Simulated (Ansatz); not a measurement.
Relaxation of F$_{5}$H$_{2}$W (8 atoms, charge 0, multiplicity 2), to a largest force component of 0.03 eV/Å in at most 50 steps.

Level of theory: Ansatz 0.2.0, UKS PBE-D4/def2-SVP.

```xyz
8
Properties=species:S:1:pos:R:3
W 0.000 0.000 -0.365
H 0.000 0.000 2.552
F 1.855 -0.059 -0.047
F -0.059 1.855 -0.047
F -1.855 0.059 -0.047
F 0.059 -1.855 -0.047
F 0.000 0.000 -2.222
H 0.000 0.000 3.273
```

Problem. Where does it end, and by what steps?

Solution. The forces met the threshold. After 4 steps the energy has fallen by 0.055 eV; H2 moved furthest, 0.35 Å.

```
step  energy less start (eV)  largest force component (eV/Å)  accepted
   0                  0.0000                           1.846       yes
   1                 -0.0495                           0.139       yes
   2                 -0.0538                           0.164       yes
   3                 -0.0553                           0.038       yes
   4                 -0.0555                           0.011       yes
```

```xyz
8
Properties=species:S:1:pos:R:3
W 0.000 0.000 -0.235
H 0.000 0.000 2.203
F 1.861 -0.056 0.051
F -0.056 1.861 0.051
F -1.861 0.056 0.051
F 0.056 -1.861 0.051
F 0.000 0.000 -2.095
H 0.000 0.000 2.971
```

Time of the run: 47 s on 4 threads of Arm Neoverse V1, with other jobs on the host, peak memory 0.29 GiB.
